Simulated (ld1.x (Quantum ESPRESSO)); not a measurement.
**sulfur: variants of one PAW potential**

Base potential:

ld1.x (Quantum ESPRESSO) 7.5 input, shortened:

```
&input
   title='S', zed=16., rel=1, dft='PBESOL', iswitch=3,
   config='[Ne] 3s1.75 3p4.25'
 /
 &inputp
   pseudotype=3, lpaw=.true., tm=.true., lloc=-1, rcloc=0.75,
   nlcc=.false.,
   which_augfun='BESSEL', rmatch_augfun=0.65
 /
4
2S  1  0   2.00   0.00  0.65  0.80  0.0
3S  2  0   1.75   0.00  0.65  0.80  0.0
2P  2  1   6.00   0.00  0.65  0.75  0.0
3P  3  1   4.25   0.00  0.65  0.75  0.0
 &test
   configts(1)='2s2 2p6 3s1.75 3p4.25'
 /
```

Cutoffs, loose and tight: the cutoffs (Ry, on a coarse ladder) from which the occupation-weighted sum of valence levels, in a spherical-Bessel basis at the reference potential, stays within 10 and 1 mRy of its value at 400 Ry. They do not see the model core or the augmentation charge, which bear on the density cutoff. Test errors are all-electron minus pseudo excitation energies from the reference, over the configurations 2s2 2p6 3s2 3p4; 2s2 2p6 3s2 3p3; 2s2 2p6 3s2 3p2; 2s2 2p6 3s1 3p5; 2s2 2p6 3s2 3p0; 2s2 2p6 3s2 3p3.5; 2s1 2p6 3s2 3p4. A dash means not determined; rows that change the core or the reference have their own tests. The largest error is taken over the tests solved by every variant that gives reliable tests at all: 2s2 2p6 3s1 3p5; 2s2 2p6 3s2 3p0; 2s2 2p6 3s2 3p3; 2s2 2p6 3s2 3p3.5; 2s2 2p6 3s2 3p4.

Cutoffs are not given where the Bessel-basis levels miss the radial ones by over 6 mRy, ghosts where they miss by over 20 mRy; a channel whose overlap is not positive is not tested.

A file whose overlap is not positive is unfit for use, and its test errors describe a broken file.

```csv
change,outcome,bound ghosts,largest test error (meV)
base,"generated, overlap not positive",not determined (overlap not positive),-1.9
"waves 2p (bound): rcut 0.48, rcutus 0.50 bohr; 3p (bound): rcut 0.48, rcutus 0.50 bohr","generated, overlap not positive",not determined (overlap not positive),+1.5
"waves 2p (bound): rcut 0.54, rcutus 0.58 bohr; 3p (bound): rcut 0.54, rcutus 0.58 bohr","generated, overlap not positive",not determined (overlap not positive),+1.3
"waves 2p (bound): rcut 0.64, rcutus 0.68 bohr; 3p (bound): rcut 0.64, rcutus 0.68 bohr","generated, overlap not positive",not determined (overlap not positive),-0.4
"waves 2p (bound): rcut 0.65, rcutus 0.76 bohr; 3p (bound): rcut 0.65, rcutus 0.76 bohr","generated, overlap not positive",not determined (overlap not positive),-2.5
"waves 2p (bound): rcut 0.65, rcutus 0.82 bohr; 3p (bound): rcut 0.65, rcutus 0.82 bohr","generated, overlap not positive",not determined (overlap not positive),-3.6
"waves 2p (bound): rcut 0.65, rcutus 0.96 bohr; 3p (bound): rcut 0.65, rcutus 0.96 bohr","generated, overlap not positive",not determined (overlap not positive),-1.8
"waves 2p (bound): rcut 0.65, rcutus 1.02 bohr; 3p (bound): rcut 0.65, rcutus 1.02 bohr","generated, overlap not positive",not determined (overlap not positive),+0.8
```

(1) What comes out with this change to the base: waves 2p (bound): rcut 0.65, rcutus 1.12 bohr; 3p (bound): rcut 0.65, rcutus 1.12 bohr?

## Answers

(1) outcome: failed: run_pseudo: Errors in PS-KS equation. Cause: the pseudo-atom solver did not find the valence states with the expected number of nodes, which is the usual sign of a ghost state.

Reading the sweep of the p radius (base included, trends over the rows without a ghost): The generation fails at 1.12 bohr.
